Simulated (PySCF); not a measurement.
A calculated (M06-2X, PySCF 2.14, cc-pVTZ, no relativity, point nucleus) atom or ion has these occupied shells.

| shell | electrons | orbital energy (eV) | rms radius, mean of both spins (bohr) |
| --- | --- | --- | --- |
| 1s α | 1 | -305.63 | 0.313 |
| 1s β | 1 | -305.24 | 0.313 |
| 2s α | 1 | -29.824 | 1.61 |
| 2s β | 1 | -27.760 | 1.61 |
| 2p α | 1 | -21.128 | 1.65 |

Name the element and its charge.

C⁺ (carbon, charge +1), in [He] 2s2 2p1, 2P determinant.
